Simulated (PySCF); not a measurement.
## Nd2O3 at several levels of theory

Computed with PySCF 2.14.0 (density fitting, no spin-orbit coupling) at the geometry relaxed with B3LYP:

```xyz
5
Nd2O3 (singlet in the valence; each metal's 4f electrons, 3 of them, lie in its core potential, out of spins and levels)
Nd   -0.5531   -0.0454    2.1066
Nd   -0.5531   -0.0454   -2.1066
O    -0.9489   -0.0778    0.0000
O     1.2957    0.1063    2.4422
O     1.2957    0.1063   -2.4422
```

```tsv
level	basis	state	HOMO (eV)	gap (eV)	charge on Nd1 (e)	population of f-type functions on Nd1 (polarisation alone where 4f lies in the core)	dipole about the centre of mass (D)	largest force component (eV/Å)
B3LYP	Nd lcecp-1-SVP with ECP49, O def2-SVP	singlet	-5.33	3.31	0.76	0.10	12.13	0.00
wB97X	the same	singlet	-7.71	7.68	0.81	0.11	13.11	0.86
M06-L	the same	singlet	-4.11	2.83	0.88	0.09	12.03	0.16
revPBE	the same	singlet	-4.20	1.95	0.67	0.10	11.21	0.39
BLYP	the same	singlet	-4.15	1.79	0.64	0.09	11.18	0.73
```

In the lcecp rows the 4f levels are missing from HOMO and gap, and the state counts the valence alone.

Charges are Mulliken's, which hang on the basis. The relaxation used the grid (50, 194), these runs (75, 302) or, all-electron (x2c bases, spin-free X2C Hamiltonian), (99, 590).

Question: What does B3LYP with Nd lcecp-1-TZVP with ECP49, O def2-TZVP give here?

Answer: state singlet, HOMO (eV) -5.32, gap (eV) 3.30, charge on Nd1 (e) 1.24, population of f-type functions on Nd1 (polarisation alone where 4f lies in the core) 0.10, dipole about the centre of mass (D) 12.70, largest force component (eV/Å) 0.09. Time: 17 s on 2 threads of Arm Neoverse V1, with other jobs on the host, from free ions and atoms.

In the first row's basis the gap widens with exact exchange: 1.8 to 2.8 eV for BLYP, revPBE, M06-L (none); 3.3 eV for B3LYP (a fixed share); 7.7 eV for wB97X (rising or full at long range).

A rough frequency check found unstable modes, so the relaxed geometry is probably a saddle point. An lcecp potential fixes the number of 4f electrons, so in runs with it no electron can move into or out of that shell.
